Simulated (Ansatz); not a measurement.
SnMeF3 (CH₃F₃Sn), relaxed as a singlet with RKS PBE0-D4/def2-SVP in Ansatz, starting from the GFN2-xTB geometry. Force threshold 0.02 eV/Å.

In the def2 sets Sn takes a core potential; there is no spin–orbit coupling.

Start:

Cartesian coordinates in Å:
```
Sn -0.113 0.754 -0.477
C 0.162 -1.080 0.682
H 1.228 -1.281 0.689
H -0.400 -1.854 0.171
H -0.226 -0.874 1.673
F -1.988 1.298 -0.720
F 0.595 0.688 -2.312
F 0.742 2.348 0.294
```

(1) Estimate the energy that the relaxation releases and the steps that it takes.

(2) Does the start keep its bonding and symmetry?

(3) Predict the relaxed structure.

Answers

(1) 12.5 kJ/mol, in 4 steps; 6 s on 4 threads of Arm Neoverse V2 on a shared host. No frequencies were taken in this run, so the end may be a saddle point.

(2) By distances, no bond broke or formed. The bond that changes most is Sn1–C2, from 2.19 to 2.11 Å (atoms count from 1). Point group C3 at the start, C3 at the end, both within 0.05 Å.

(3) 
Cartesian coordinates in Å:
```
Sn -0.1122 0.7472 -0.4716
C 0.1541 -1.0251 0.6470
H 1.2255 -1.2594 0.6769
H -0.4018 -1.8332 0.1555
H -0.2301 -0.8563 1.6607
F -1.9470 1.2673 -0.7002
F 0.5831 0.6632 -2.2600
F 0.7283 2.2963 0.2916
```
Bond lengths: 3 × F–Sn 1.92 Å; 1 × C–Sn 2.11 Å; 3 × C–H 1.10 Å.
